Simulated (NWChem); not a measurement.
Molecule: C2H2F, doublet; SMILES FC=[CH]

Computed with NWChem. Spin-unrestricted. In the optimisation the excess spin sits in a' (Cs, its own frame). All runs use the structure optimised with PBE0/def2-SVP, spin-unrestricted. No stability test was run on the SCF state.

For level B97-D/def2-TZVP:

```yaml
lowest empty minus highest occupied level, either spin (eV): 2.18
```

Question: How do the values read with level BP86/def2-TZVP instead?

Answer: 
| Quantity | Result |
|---|---|
| lowest empty minus highest occupied level, either spin (eV) | 2.49 |
